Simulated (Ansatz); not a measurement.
Cost and result for the atomization energy of CH4FNOSi, SMILES `N=C(F)O[SiH3]` (9 atoms, 8 bonds).

```xyz
9

N     0.1094   -0.7840    1.7257
C     0.4772   -1.1663    0.5939
F     1.0759   -2.3344    0.4701
O     0.3902   -0.6093   -0.6086
Si   -0.2918    0.8908   -0.9065
H    -0.3405    0.1249    1.7148
H     0.4471    1.9240   -0.1416
H    -0.1542    1.0798   -2.3630
H    -1.7132    0.8744   -0.4848
```

Total charge 0; spin multiplicity 1. Geometry: relaxed with PBE0-D4/def2-TZVP. It is one conformer, not always the lowest. Program: Ansatz. All runs use 2 threads of an Intel Xeon Platinum 8488C on a shared host. Times are those of one run each, without the atoms' runs, and a repeat can differ threefold. Electronic energies, without spin–orbit coupling; frozen cores. CCSD(T)/CBS adds CCSD(T) − MP2 in def2-TZVPP to the MP2 limit, and its time is that of the two runs behind it. T1 = 0.013. HSE06 is the plane-wave form, built on full-range PBE exchange.

CCSD(T)/CBS is a level of theory with its own doubt, some kJ/mol a heavy atom from the limit and from the frozen cores, so smaller differences don't rank the functionals.

```
                           level  functions  wall time
              BLYP-D4/def2-TZVPP        222      4.6 s
           r2SCANh-D4/def2-TZVPP        222        6 s
            revPBE-D4/def2-TZVPP        222        6 s
         CAM-B3LYP-D4/def2-TZVPP        222      8.5 s
               B97M-V/def2-TZVPP        222      8.5 s
             HSE06-D4/def2-TZVPP        222      8.5 s
          LDA (SPW92)/def2-TZVPP        222      9.5 s
                CCSD(T)/def2-SVP         94       12 s
              ωB97X-V/def2-TZVPP        222       20 s
ωB97M-V/def2-TZVPP (with forces)        222       26 s
                  MP2/def2-QZVPP        418       57 s
              CCSD(T)/def2-TZVPP        222      3 min
               CCSD(T)/CBS(def2)          –    3.9 min
```

What atomization energy does each give, and how far from CCSD(T)/CBS? (Estimate.)

The calculation gave: 
```csv
level,atomization (kJ/mol),difference from CCSD(T)/CBS,per bond
BLYP-D4/def2-TZVPP,3372.1,31.2,3.9
r2SCANh-D4/def2-TZVPP,3313.1,-27.8,-3.5
revPBE-D4/def2-TZVPP,3335.4,-5.5,-0.7
CAM-B3LYP-D4/def2-TZVPP,3370.6,29.7,3.7
B97M-V/def2-TZVPP,3348.6,7.7,1.0
HSE06-D4/def2-TZVPP,3337.6,-3.3,-0.4
LDA (SPW92)/def2-TZVPP,3925.8,584.9,73.1
CCSD(T)/def2-SVP,3107.5,-233.4,-29.2
ωB97X-V/def2-TZVPP,3366.1,25.2,3.1
ωB97M-V/def2-TZVPP (with forces),3360.5,19.6,2.5
MP2/def2-QZVPP,3385.8,44.9,5.6
CCSD(T)/def2-TZVPP,3235.0,-105.9,-13.2
CCSD(T)/CBS(def2),3340.9,0.0,0.0
```

From r2SCAN to r2SCAN0 (25 % exact exchange), in def2-TZVPP and without D4, the atomization energy moves by −90.1 kJ/mol: exact exchange takes away binding that semilocal exchange gives to molecules. Leaving LDA and LC-ωPBE aside and taking each functional with its dispersion term where it has one, the values, not all of them listed here, spread over 240.2 kJ/mol, from BHLYP-D4 to PBE-D4. LDA lies +502.1 kJ/mol from PBE without D4, its usual overbinding. At CCSD(T), def2-SVP lies −233.4 kJ/mol from the extrapolated value and def2-TZVPP −105.9 kJ/mol: correlation converges slowly with the basis, and small sets miss more of it in the bonded molecule than in its fragments.
